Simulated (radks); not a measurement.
All-electron atom: V+ in [Ar] 3d4. Calculated with a radial shooting solver on a logarithmic mesh with Libxc functionals: non-relativistic Kohn-Sham, SCAN, spin-polarised, spherical densities, point nucleus; open shells are filled with parallel spins first; meta-GGA in the generalised Kohn-Sham scheme.

Normalised radial functions P(r) = r R(r), r in bohr:

| r | 2p down | 3s down | 3p up |
|---|---|---|---|
| 0.002481 | 0.0022 | 0.0548 | 0.0008 |
| 0.003179 | 0.0036 | 0.0691 | 0.0013 |
| 0.004074 | 0.0059 | 0.0867 | 0.0021 |
| 0.005263 | 0.0097 | 0.1089 | 0.0034 |
| 0.006744 | 0.0157 | 0.1348 | 0.0056 |
| 0.008642 | 0.0253 | 0.1650 | 0.0089 |
| 0.01116 | 0.0410 | 0.2004 | 0.0145 |
| 0.01431 | 0.0649 | 0.2375 | 0.0229 |
| 0.01833 | 0.1018 | 0.2747 | 0.0359 |
| 0.02368 | 0.1600 | 0.3080 | 0.0564 |
| 0.03035 | 0.2439 | 0.3278 | 0.0859 |
| 0.03889 | 0.3643 | 0.3247 | 0.1280 |
| 0.05023 | 0.5368 | 0.2838 | 0.1878 |
| 0.06437 | 0.7562 | 0.1946 | 0.2628 |
| 0.08249 | 1.0244 | 0.0490 | 0.3517 |
| 0.1066 | 1.3305 | -0.1528 | 0.4466 |
| 0.1365 | 1.6106 | -0.3665 | 0.5187 |
| 0.175 | 1.8083 | -0.5380 | 0.5367 |
| 0.226 | 1.8468 | -0.5828 | 0.4551 |
| 0.2896 | 1.6752 | -0.4249 | 0.2464 |
| 0.3712 | 1.3165 | -0.0568 | -0.0869 |
| 0.4794 | 0.8526 | 0.4588 | -0.5009 |
| 0.6144 | 0.4489 | 0.9098 | -0.8567 |
| 0.7873 | 0.1838 | 1.1285 | -1.0472 |
| 1.017 | 0.0522 | 1.0378 | -1.0045 |
| 1.303 | 0.0102 | 0.7400 | -0.7789 |
| 1.67 | 0.0013 | 0.4105 | -0.4874 |
| 2.157 | 0.0001 | 0.1649 | -0.2386 |
| 2.765 | 0.0000 | 0.0480 | -0.0898 |
| 3.543 | 0.0000 | 0.0092 | -0.0240 |
| 4.576 | 0.0000 | 0.0010 | -0.0039 |
| 5.864 | 0.0000 | 0.0001 | -0.0004 |

2p down: eigenvalue -508.07 eV, 0 radial nodes, <r> = 0.274 bohr, 90 % of the charge inside 0.450 bohr. 3s down: eigenvalue -71.328 eV, 2 radial nodes at r = 0.0882, 0.382 bohr, <r> = 0.966 bohr, 90 % of the charge inside 1.45 bohr. 3p up: eigenvalue -49.493 eV, 1 radial node at r = 0.351 bohr, <r> = 1.03 bohr, 90 % of the charge inside 1.60 bohr.
